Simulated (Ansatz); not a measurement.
Consider the silylene formation by 1,1-elimination: `CB(N)C[SiH3]` → `CB(C)N` + `[SiH2]`.

Isolated molecules relaxed with PBE0-D4/def2-TZVP in Ansatz; ΔE leaves out vibrations. CCSD(T)/CBS adds triple-zeta CCSD(T) − MP2 to the extrapolated MP2 energy (def2 sets, frozen cores). This one scheme is used for every species. DFT in def2-TZVPP. HSE06 is defined as in plane-wave codes. One conformer a species, not always the lowest.

`CB(N)C[SiH3]`:

Cartesian coordinates in Å:
```
C 1.650 -0.677 0.701
B 0.087 -0.573 0.526
N -0.745 -0.620 1.650
C -0.553 -0.381 -0.901
Si -0.709 1.436 -1.330
H 1.984 -0.680 1.742
H 2.160 0.144 0.186
H 2.019 -1.597 0.232
H -1.747 -0.559 1.602
H -0.390 -0.705 2.587
H 0.065 -0.840 -1.680
H -1.558 -0.812 -0.976
H 0.603 2.128 -1.203
H -1.196 1.631 -2.724
H -1.671 2.106 -0.412
```

`CB(C)N`:

```xyz
12

C     0.877   -0.107    1.204
B    -0.077    0.173   -0.022
C    -0.401   -0.963   -1.069
N    -0.641    1.442   -0.182
H     1.026    0.754    1.861
H     0.488   -0.929    1.815
H     1.862   -0.437    0.858
H    -0.850   -1.829   -0.572
H    -1.076   -0.653   -1.871
H     0.520   -1.333   -1.533
H    -0.471    2.203    0.452
H    -1.256    1.678   -0.942
```

`[SiH2]`:

```xyz
3

Si   -0.272   -0.658    0.001
H    -0.644    0.651   -0.689
H     0.917    0.007    0.688
```

```
             level  ΔE (kcal/mol)  difference from CCSD(T)/CBS
         revPBE-D4           58.0                         -0.1
           BLYP-D4           54.3                         -3.8
         r2SCAN-D4           62.8                          4.7
            B97M-V           56.7                         -1.4
        r2SCANh-D4           63.0                          4.9
          HSE06-D4           60.9                          2.8
          BHLYP-D4           59.0                          0.9
              PBE0           58.8                          0.7
           r2SCANh           62.2                          4.1
             BHLYP           55.8                         -2.3
           LC-ωPBE           61.9                          3.8
       HF/def2-SVP           51.4                         -6.7
  CCSD(T)/def2-SVP           54.2                         -3.9
    MP2/def2-TZVPP           61.7                          3.6
   CCSD/def2-TZVPP           55.3                         -2.8
SCS-MP2/def2-QZVPP           59.4                          1.3
       CCSD(T)/CBS           58.1                            0
```

Largest T1 diagnostic among the species: 0.014.

From PBE to PBE0 (25 % exact exchange), in def2-TZVPP and without D4, ΔE moves by +2.3 kcal/mol. The D4 term adds +3.8 kcal/mol with B3LYP and +2.1 kcal/mol with PBE0; it sums over pairs of atoms, weighted by their polarisabilities, and B3LYP, whose exchange is more repulsive, gets the larger term.

B3LYP here is the variant with VWN-RPA as its local correlation; programs differ in this.
